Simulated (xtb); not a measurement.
xtb input (GFN2-xTB):

```bash
xtb mol.xyz --gfn 2 --sp --chrg 0 --uhf 0
```
mol.xyz:
```
14

C     -0.98968946     1.30693810    -1.13214169
Si    -0.09837994    -0.10719018    -0.30211306
C      1.43519159    -0.59691301    -1.24628938
C     -1.23114449    -1.56602427    -0.03418289
Cl     0.51540278     0.56155876     1.58274044
H     -1.33349510     1.00939206    -2.12632547
H     -1.85969465     1.61633297    -0.55057462
H     -0.33301549     2.17122250    -1.24459730
H      1.97413694    -1.39372995    -0.73104656
H      1.16971437    -0.95595719    -2.24416035
H      2.11238821     0.25125840    -1.35971106
H     -1.58274961    -1.95637264    -0.99290045
H     -2.10319321    -1.28094433     0.55667661
H     -0.71476532    -2.37104315     0.49131842
```

End of the output:

```
         :::::::::::::::::::::::::::::::::::::::::::::::::::::
         ::                     SUMMARY                     ::
         :::::::::::::::::::::::::::::::::::::::::::::::::::::
         :: total energy             -17.318198006838 Eh    ::
         :: gradient norm              0.039440127656 Eh/a0 ::
         :: HOMO-LUMO gap              6.556267390231 eV    ::
         ::.................................................::
         :: SCC energy               -17.517407756092 Eh    ::
         :: -> isotropic ES            0.028493462876 Eh    ::
         :: -> anisotropic ES          0.003776370757 Eh    ::
         :: -> anisotropic XC          0.008305700315 Eh    ::
         :: -> dispersion             -0.008903375321 Eh    ::
         :: repulsion energy           0.199209749254 Eh    ::
         :: add. restraining           0.000000000000 Eh    ::
         :: total charge              -0.000000000000 e     ::
         :::::::::::::::::::::::::::::::::::::::::::::::::::::

           -------------------------------------------------
          |                Property Printout                |
           -------------------------------------------------

    * Orbital Energies and Occupations

         #    Occupation            Energy/Eh            Energy/eV
      -------------------------------------------------------------
         1        2.0000           -1.0352419             -28.1704
       ...           ...                  ...                  ...
         4        2.0000           -0.5795099             -15.7693
         5        2.0000           -0.5442232             -14.8091
         6        2.0000           -0.4825961             -13.1321
         7        2.0000           -0.4786700             -13.0253
         8        2.0000           -0.4786700             -13.0253
         9        2.0000           -0.4723415             -12.8531
        10        2.0000           -0.4723415             -12.8531
        11        2.0000           -0.4678465             -12.7308
        12        2.0000           -0.4309036             -11.7255
        13        2.0000           -0.4258839             -11.5889
        14        2.0000           -0.4258839             -11.5889
        15        2.0000           -0.4033157             -10.9748
        16        2.0000           -0.4033157             -10.9748 (HOMO)
        17                         -0.1623773              -4.4185 (LUMO)
        18                         -0.1281842              -3.4881
        19                         -0.1281842              -3.4881
        20                         -0.0163362              -0.4445
        21                         -0.0163362              -0.4445
        22                         -0.0016862              -0.0459
        23                          0.0456396               1.2419
        24                          0.0456396               1.2419
        25                          0.0567880               1.5453
        26                          0.0567880               1.5453
        27                          0.1153411               3.1386
       ...                                ...                  ...
        39                          0.6372554              17.3406
      -------------------------------------------------------------
                  HL-Gap            0.2409384 Eh            6.5563 eV
             Fermi-level           -0.2828465 Eh           -7.6966 eV

     #   Z          covCN         q      C6AA      α(0)
     1   6 C        3.652    -0.204    24.901     7.166
     2  14 Si       3.438     0.533   102.928    19.812
     3   6 C        3.652    -0.204    24.901     7.166
     4   6 C        3.652    -0.204    24.901     7.166
     5  17 Cl       0.801    -0.306   108.831    15.959
     6   1 H        0.924     0.038     2.477     2.461
     7   1 H        0.924     0.045     2.380     2.413
     8   1 H        0.924     0.045     2.380     2.413
     9   1 H        0.924     0.045     2.380     2.413
    10   1 H        0.924     0.038     2.477     2.461
    11   1 H        0.924     0.045     2.380     2.413
    12   1 H        0.924     0.038     2.477     2.461
    13   1 H        0.924     0.045     2.380     2.413
    14   1 H        0.924     0.045     2.380     2.413

 Mol. C6AA /au·bohr⁶  :       2422.333297
 Mol. C8AA /au·bohr⁸  :      78428.277476
 Mol. α(0) /au        :         79.130147

Wiberg/Mayer (AO) data.
largest (>0.10) Wiberg bond orders for each atom

 ---------------------------------------------------------------------------
     #   Z sym  total        # sym  WBO       # sym  WBO       # sym  WBO
 ---------------------------------------------------------------------------
     1   6 C    3.985 --     6 H    0.988     7 H    0.984     8 H    0.984
                             2 Si   0.906
     2  14 Si   3.787 --     5 Cl   0.989     1 C    0.906     4 C    0.906
                             3 C    0.906
     3   6 C    3.985 --    10 H    0.988    11 H    0.984     9 H    0.984
                             2 Si   0.906
     4   6 C    3.985 --    12 H    0.988    14 H    0.984    13 H    0.984
                             2 Si   0.906
     5  17 Cl   1.114 --     2 Si   0.989
     6   1 H    0.999 --     1 C    0.988
     7   1 H    0.998 --     1 C    0.984
     8   1 H    0.998 --     1 C    0.984
     9   1 H    0.998 --     3 C    0.984
    10   1 H    0.999 --     3 C    0.988
    11   1 H    0.998 --     3 C    0.984
    12   1 H    0.999 --     4 C    0.988
    13   1 H    0.998 --     4 C    0.984
    14   1 H    0.998 --     4 C    0.984
 ---------------------------------------------------------------------------

Topologies differ in total number of bonds
Writing topology from bond orders to xtbtopo.mol

molecular dipole:
                 x           y           z       tot (Debye)
 q only:       -0.298      -0.325      -0.915
   full:       -0.335      -0.365      -1.029       2.903
molecular quadrupole (traceless):
                xx          xy          yy          xz          yz          zz
 q only:        1.189      -0.451       1.112      -1.271      -1.385      -2.301
  q+dip:        1.409      -0.534       1.317      -1.506      -1.641      -2.725
Note: The following floating-point exceptions are signalling: IEEE_UNDERFLOW_FLAG IEEE_DENORMAL
normal termination of xtb
   full:        1.342      -0.509       1.254      -1.435      -1.563      -2.596

           -------------------------------------------------
          | TOTAL ENERGY              -17.318198006838 Eh   |
          | GRADIENT NORM               0.039440127656 Eh/α |
          | HOMO-LUMO GAP               6.556267390231 eV   |
           -------------------------------------------------

------------------------------------------------------------------------
------------------------------------------------------------------------
 total:
 SCF:
```
